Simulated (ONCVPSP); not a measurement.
## Cutoff test, As (Z = 33), ONCV

- Element: arsenic
- Generator: ONCVPSP 4.0.1
- Type: optimised norm-conserving Vanderbilt (ONCV)
- Functional: PBE
- Relativity: scalar-relativistic
- Frozen core: [Ar] 3d10
- Valence charge: 5
- Reference configuration: 4s2 4p3
- Partial waves: 4s: rc 1.50 bohr, ncon 4, nbas 7, qcut 4.5 1/bohr, 2 projectors, debl 0.8 Ha; 4p: rc 1.50 bohr, ncon 3, nbas 8, qcut 6.5 1/bohr, 1 projector
- Local potential: polynomial inside 1.30 bohr (lpopt 5, dvloc0 1 Ha)
- Core correction: Teter function, fcfact 2.25, rcfact 1.45

Problem. For each optimised wave give the share of its norm inside rc, the residual kinetic energy above qcut (Ha) and the cutoffs (Ha) for errors of 10, 1, 0.1 and 0.01 mHa per electron.

Solution.

```tsv
wave	norm inside rc	residual KE	10 mHa	1 mHa	0.1 mHa	0.01 mHa
4s	0.288	8.6e-04	7.0	9.9	20.5	39.0
s projector 2	0.087	8.3e-04	6.1	9.8	58.6	75.5
4p	0.135	1.6e-05	2.6	8.7	12.0	46.5
```

The occupied waves need 9.9 Ha and 20 Ha for 1 and 0.1 mHa. Note: no bound ghost flagged; GHOST(+) flagged for s at 75.1 eV.
